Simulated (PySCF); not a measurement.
A structure optimised at B3LYP-D3(BJ)/def2-TZVP, used in a PySCF frequency run:

```
Hg
I 1 2.5983
```
Charge +1, spin multiplicity 1.

Problem. Write its SMILES, formula and point group.

Solution. [I][Hg+], HgI, C∞v

Problem. What are its rotational constants (standard atomic weights)?

Solution. 0.96309 GHz (linear rotor, B only)
